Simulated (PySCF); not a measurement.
# A ladder of Hamiltonians for Ni(10+) (nickel, charge +10)

Occupied: 1s1/2, 2s1/2, 2p1/2, 2p3/2, 3s1/2, 3p1/2, 3p3/2. Hartree-Fock calculated with PySCF 2.14 in an even-tempered Gaussian basis (19 s from 0.27 bohr⁻², ratio 2.7; 13 p from 0.32 bohr⁻², ratio 2.7), Gaussian nucleus throughout. NR is non-relativistic, sf-X2C the spin-free one-electron X2C Hamiltonian, X2C adds the bare one-electron spin-orbit term, X2C-SNSO screens it by Boettger's factors, DC is four-component Dirac-Coulomb, and the Gaunt and Breit terms are added at first order (total energies over the DC spinors, levels after relaxing the spinors in that mean field). QED terms are absent. Levels marked empty are virtual spinors of this ion; the basis has s and p functions only, so 3d, which can lie below the n = 4 levels, is absent.

```tsv
Hamiltonian	E (hartree)
NR	-1469.9790
sf-X2C	-1482.3638
X2C	-1482.4039
X2C-SNSO	-1482.3983
DC	-1482.6165
DC+Gaunt	-1481.9538
DC+Breit	-1482.0131
```

| level (eV) | NR | sf-X2C | X2C | X2C-SNSO | DC | DC+Gaunt | DC+Breit |
| --- | --- | --- | --- | --- | --- | --- | --- |
| 1s1/2 | -8585.8 | -8671.6 | -8671.5 | -8671.5 | -8675.6 | -8665.4 | -8666.0 |
| 2s1/2 | -1306.7 | -1325.6 | -1325.6 | -1325.6 | -1326.0 | -1325.2 | -1325.3 |
| 2p1/2 | -1171.0 | -1174.3 | -1187.4 | -1186.4 | -1186.5 | -1185.2 | -1185.3 |
| 2p3/2 | -1171.0 | -1174.3 | -1168.0 | -1168.5 | -1168.7 | -1167.8 | -1168.0 |
| 3s1/2 | -367.57 | -371.38 | -371.37 | -371.37 | -371.43 | -371.32 | -371.33 |
| 3p1/2 | -319.62 | -320.44 | -322.69 | -322.52 | -322.52 | -322.32 | -322.34 |
| 3p3/2 | -319.62 | -320.44 | -319.35 | -319.43 | -319.46 | -319.33 | -319.36 |
| 4s1/2 (empty) | -139.75 | -140.76 | -140.76 | -140.76 | -140.77 | -140.74 | -140.74 |
| 4p1/2 (empty) | -126.13 | -126.41 | -126.95 | -126.91 | -126.91 | -126.85 | -126.86 |
| 4p3/2 (empty) | -126.13 | -126.41 | -126.14 | -126.16 | -126.17 | -126.14 | -126.14 |

How large are the two-electron picture-change error of X2C and the Breit correction in the total energy?

X2C-1e lies 0.2126 hartree above Dirac-Coulomb; Gaunt adds 0.6627 and the full Breit term 0.6034 hartree.

```csv
interval (eV),X2C,X2C-SNSO,DC,DC+Gaunt,DC+Breit
2p3/2 − 2p1/2,19.37,17.97,17.74,17.33,17.33
3p3/2 − 3p1/2,3.340,3.099,3.057,2.984,2.984
4p3/2 − 4p1/2,0.8034,0.7454,0.7358,0.7180,0.7180
```

Weight of the small component: 1s1/2 0.0102, 2s1/2 0.00194, 2p1/2 0.00190, 2p3/2 0.00188, 3s1/2 0.000519, 3p1/2 0.000484, 3p3/2 0.000478, 4s1/2 0.000172, 4p1/2 0.000158, 4p3/2 0.000157.

Koopmans' value for the highest occupied level at DC+Breit: 319.36 eV, against an ionisation energy of 319.5 ± 0.7 eV (semi-empirical (NIST evaluation); NIST Atomic Spectra Database, ionization energies); the former lacks relaxation, correlation, QED and recoil.

The whole ladder took 53 s of wall time on 1 thread of AMD EPYC 9R45 96-Core Processor (shared host), launched as `OMP_NUM_THREADS=1 python relrun2.py TASK.json OUT` (a driver that calls PySCF for each Hamiltonian).

Dirac-Coulomb iterations, started from the X2C spinors:

```
with_ssss True, with_gaunt False, with_breit False
light speed = 137.03599967994
init E= -1481.62742694753
cycle= 1 E= -1482.61650537187  delta_E= -0.989  |g|= 0.194  |ddm|= 0.0255
cycle= 2 E= -1482.61653684257  delta_E= -3.15e-05  |g|= 0.00496  |ddm|= 0.00469
cycle= 3 E= -1482.61653721143  delta_E= -3.69e-07  |g|= 0.000577  |ddm|= 0.000816
cycle= 4 E= -1482.61653721718  delta_E= -5.74e-09  |g|= 4.51e-06  |ddm|= 9.28e-05
```
